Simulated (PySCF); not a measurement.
Two-component Hartree-Fock for Ru¹²⁺ (ruthenium, charge +12)

Start: [Ar] 3d10 4s2 4p2; 4p1/2 filled at m_j = -1/2, +1/2. Calculated with PySCF 2.14 in an uncontracted even-tempered set (18 s from 0.5 bohr⁻², ratio 2.8; 14 p from 0.65 bohr⁻², ratio 2.8; 9 d from 1.1 bohr⁻², ratio 2.8; 4 f from 4.1 bohr⁻², ratio 3): generalised Hartree-Fock with the X2C-1e Hamiltonian and a Gaussian nucleus; spin-orbit coupling (SO) screened by Boettger's factors.

```
spinor shell  electrons  ε, screened SO (eV)  weight of nominal j (screened SO)  rms radius, screened SO (bohr)
       1s1/2          2             -22492.3                              1.000                          0.0384
       2s1/2          2              -3531.1                              1.000                           0.158
       2p1/2          2              -3274.3                              1.000                           0.137
       2p3/2          4              -3140.5                              1.000                           0.142
       3s1/2          2              -856.59                              1.000                           0.427
       3p1/2          2              -755.74                              0.999                           0.422
       3p3/2          4              -730.38                              1.000                           0.434
       3d3/2          4              -553.66                              0.997                           0.411
       3d5/2          6              -548.60                              0.998                           0.414
       4s1/2          2              -302.86                              1.000                           0.977
       4p1/2          2              -270.93                              0.937                            1.02
```

```
   quantity  screened SO
E (hartree)  -4481.20968
        M_J            0
       ⟨J²⟩        0.250
       ⟨L²⟩        1.501
       ⟨S²⟩        1.497
```

Each row is a mean over spinors that exchange with the open shell spreads, by up to 5.507 eV (4s1/2).

⟨J²⟩ departs a little from M_J(M_J + 1) because the unrestricted spinors polarise the closed shells.

Breit and QED terms are absent; they matter most for the inner s and p1/2 levels.

Densities and radii are taken from the X2C orbitals without a picture-change correction, which distorts them close to the nucleus.
